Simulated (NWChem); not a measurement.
# C2H5FSi; SMILES C([SiH2]F)=C

```xyz
9

Si    -0.5182    -0.7210     0.0007
F      1.0216    -1.2230    -0.0006
C     -0.5106     1.1388    -0.0014
C      0.6237     1.8510     0.0009
H     -1.1902    -1.2630     1.2118
H     -1.1935    -1.2652    -1.2077
H     -1.4623     1.6748    -0.0048
H      0.6301     2.9400    -0.0003
H      1.5988     1.3683     0.0039
```
Atoms are numbered in this order, from 1.

All runs: NWChem. Geometry optimised at B3LYP/6-31G*; all other runs use it. Pople sets run with spherical d functions.

```
quantity                                                 level  value
-----------------------------------------  -------------------  -----
vertical ionisation energy, ΔSCF (eV)             PBE/def2-SVP    ___
solvation free energy (kcal/mol) in water    B3LYP/6-31G*, SMD    1.7
isotropic polarisability (bohr³), static        PBE0/def2-SVPD    ___
vertical, lowest excitation, singlet (eV)  PBE0/def2-SVPD, TDA   6.78
dipole (D)                                        B3LYP/6-31G*   1.55
highest harmonic frequency (cm⁻¹)                 B3LYP/6-31G*    ___
```

Complete the blanks.


- vertical ionisation energy, ΔSCF (eV), value: 10.12
- isotropic polarisability (bohr³), static, value: 51.2
- highest harmonic frequency (cm⁻¹), value: 3227
